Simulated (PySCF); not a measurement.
A species of formula C4H4N2Si has this rotational fingerprint, computed with PySCF 2.14.0, PBE0-D3(BJ)/def2-SVP geometry optimisation, gas phase:

```
Rotational constants : A = 29744, B = 597.8, C = 590.2 MHz
Dipole components    : |μa| = 3.84 D, |μb| = 1.77 D, |μc| = 0.00 D
Inertial defect      : -6.00 u·Å²
κ                    : -1.00
```

Question: Which structure is it? (One computed conformer of each.)
A. `N#CC#C/C=N/[SiH3]`
B. `[CH:1]#[C:2][Si@H:3]([C:4]#[N:5])[N:6]=[CH2:7]` with C2–Si3–N6–C7 -1°

Answer: A. It is N#CC#C/C=N/[SiH3], a near-prolate asymmetric top, point group Cs. The candidates at the same level (rigid rotor, commonest isotopes):

```
           SMILES  A (MHz)  B (MHz)  C (MHz)  μa (D)  μb (D)  μc (D)  Δ (u·Å²)  point group                        rotor
N#CC#C/C=N/[SiH3]    29744    597.8    590.2    3.84    1.77    0.00     -6.00           Cs  near-prolate asymmetric top
C#C[Si@H](C#N)N=C     2467     1883     1212    4.90    0.41    0.04    -56.44           C1               asymmetric top
```

`C#C[Si@H](C#N)N=C` has B 215 % too high. In the right answer the mirror of this Cs structure is the ab plane, so μc vanishes by symmetry. No structure here is proved a minimum.
